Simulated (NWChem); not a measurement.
All runs are NWChem calculations. System: CH₄GeO, charge 0, spin multiplicity 1, displaced from the optimised geometry. The structure started from a generated list of species. Level: PBE0/def2-TZVP.

Input file:

```
start mol
memory heap 200 mb stack 800 mb global 1000 mb
geometry units angstroms nocenter noautoz
  Ge    -0.660098     0.517496     0.000000
  H      0.638422     1.574967     0.000000
  O      0.373650    -1.006005     0.000000
  C      1.810886    -1.105622     0.000000
  H      2.156279    -1.682711     0.914256
  H      2.156279    -1.682711    -0.914256
  H      2.317636    -0.087644     0.000000
  symmetry group Cs
end
basis spherical
  * library def2-tzvp
end
dft
  xc pbe0
  iterations 100
  direct
end
task dft gradient
```

Output (cleaned and shortened):

```
             Northwest Computational Chemistry Package (NWChem) 7.3.0
             --------------------------------------------------------

                                NWChem Input Module
                                -------------------

 Scaling coordinates for geometry "geometry" by  1.889725989
 (inverse scale =  0.529177249)

 Turning off AUTOSYM since
 SYMMETRY directive was detected!

                             Geometry "geometry" -> ""
                             -------------------------

 Output coordinates in angstroms (scale by  1.889725989 to convert to a.u.)

  No.       Tag          Charge          X              Y              Z
 ---- ---------------- ---------- -------------- -------------- --------------
    1 Ge                  32.0000    -0.66009800     0.51749600     0.00000000
    2 H                    1.0000     0.63842200     1.57496700     0.00000000
    3 O                    8.0000     0.37365000    -1.00600500     0.00000000
    4 C                    6.0000     1.81088600    -1.10562200     0.00000000
    5 H                    1.0000     2.15627900    -1.68271100     0.91425600
    6 H                    1.0000     2.15627900    -1.68271100    -0.91425600
    7 H                    1.0000     2.31763600    -0.08764400     0.00000000

 Effective nuclear repulsion energy (a.u.)     168.8924313551

            Nuclear Dipole moment (a.u.)
            ----------------------------
        X                 Y               Z
 ---------------- ---------------- ----------------
    -0.0000075589     0.0000018897     0.0000000000

      Symmetry information
      --------------------

 Group name             Cs
 Group number              2
 Group order               2
 No. of unique centers     6

      Symmetry unique atoms

     1    2    3    4    5    7


 Summary of "ao basis" -> "" (spherical)
 ------------------------------------------------------------------------------
       Tag                 Description            Shells   Functions and Types
 ---------------- ------------------------------  ------  ---------------------
[...]
          Use of symmetry is: on ; symmetry adaption is: on
          Maximum number of iterations: 100
          This is a Direct SCF calculation.
          AO basis - number of functions:   134
                     number of shells:    54
          Convergence on energy requested:  1.00D-06
          Convergence on density requested:  1.00D-05
          Convergence on gradient requested:  5.00D-04

              XC Information
              --------------
                         PBE0 Method XC Functional
                     Hartree-Fock (Exact) Exchange  0.250
          PerdewBurkeErnzerhof Exchange Functional  0.750
            Perdew 1991 LDA Correlation Functional  1.000 local
           PerdewBurkeErnz. Correlation Functional  1.000 non-local

             Grid Information
             ----------------
          Grid used for XC integration:  medium
          Radial quadrature: Mura-Knowles
          Angular quadrature: Lebedev.
          Tag              B.-S. Rad. Rad. Pts. Rad. Cut. Ang. Pts.
          ---              ---------- --------- --------- ---------
          Ge                  1.25      112          11.0       590
          H                   0.35       45          11.0       434
          O                   0.60       49           8.0       434
          C                   0.70       49          10.0       434
          Grid pruning is: on
          Number of quadrature shells:   345
          Spatial weights used:  Erf1

          Convergence Information
          -----------------------
          Convergence aids based upon iterative change in
          total energy or number of iterations.
          Levelshifting, if invoked, occurs when the
          HOMO/LUMO gap drops below (HL_TOL):  1.00D-02
          DIIS, if invoked, will attempt to extrapolate
          using up to (NFOCK): 10 stored Fock matrices.

                    Damping( 0%)  Levelshifting(0.5)       DIIS
                  --------------- ------------------- ---------------
          dE  on:    start            ASAP                start
          dE off:    2 iters        100 iters           100 iters

      Screening Tolerance Information
      -------------------------------
          Density screening/tol_rho:  1.00D-10
          AO Gaussian exp screening on grid/accAOfunc:  14
          CD Gaussian exp screening on grid/accCDfunc:  20
          XC Gaussian exp screening on grid/accXCfunc:  20
          Schwarz screening/accCoul:  1.00D-08

                            NWChem DFT Gradient Module
                            --------------------------

  charge          =   0.00
  wavefunction    = closed shell

  Using symmetry

                         DFT ENERGY GRADIENTS

    atom               coordinates                        gradient
                 x          y          z           x          y          z
   1 Ge     -1.247404   0.977926   0.000000   -0.027356   0.014267   0.000000
   2 H       1.206443   2.976256   0.000000    0.009778   0.007877   0.000000
   3 O       0.706096  -1.901074   0.000000   -0.009050  -0.017876   0.000000
   4 C       3.422078  -2.089323   0.000000   -0.004081  -0.000152   0.000000
   5 H       4.074776  -3.179863   1.727693    0.009117  -0.012387   0.018296
   6 H       4.074776  -3.179863  -1.727693    0.009117  -0.012387  -0.018296
   7 H       4.379697  -0.165623   0.000000    0.012474   0.020658   0.000000

                 ----------------------------------------
                 |  Time  |  1-e(secs)   |  2-e(secs)   |
                 ----------------------------------------
                 |  CPU   |       0.02   |      21.87   |
                 ----------------------------------------
                 |  WALL  |       0.02   |      21.87   |
                 ----------------------------------------

 Task  times  cpu:       52.9s     wall:       52.9s

 Total times  cpu:       53.0s     wall:       53.0s
```
